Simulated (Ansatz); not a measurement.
Ansatz (an electronic-structure program) input:

Ansatz 0.2 input:
```yaml
crystal:
  periodic: [false, false, false]
  atoms:
    - {symbol: C, position_ang: [-1.95105108, 0.13248936, -0.04399183]}
    - {symbol: C, position_ang: [-0.50694792, 0.29325068, 0.31313964]}
    - {symbol: C, position_ang: [0.50694792, -0.29325068, -0.31313964]}
    - {symbol: C, position_ang: [1.95105108, -0.13248936, 0.04399183]}
    - {symbol: H, position_ang: [-2.07809854, -0.53645292, -0.89653654]}
    - {symbol: H, position_ang: [-2.40593983, 1.09501804, -0.29633442]}
    - {symbol: H, position_ang: [-2.52350439, -0.27380771, 0.79522323]}
    - {symbol: H, position_ang: [-0.28987359, 0.94664166, 1.15587905]}
    - {symbol: H, position_ang: [0.28987359, -0.94664166, -1.15587905]}
    - {symbol: H, position_ang: [2.07809854, 0.53645292, 0.89653654]}
    - {symbol: H, position_ang: [2.52350439, 0.27380771, -0.79522323]}
    - {symbol: H, position_ang: [2.40593983, -1.09501804, 0.29633442]}
basis:
  gaussian:
    orbitals: 6-31G*
magnetization: {spin_polarized: false}
correlation: {method: ccsd_t, electrons: outside_noble_gas}
```

Problem. What final total energy does it print?

Solution. -156.69327 Eh (CCSD(T)/6-31G*).
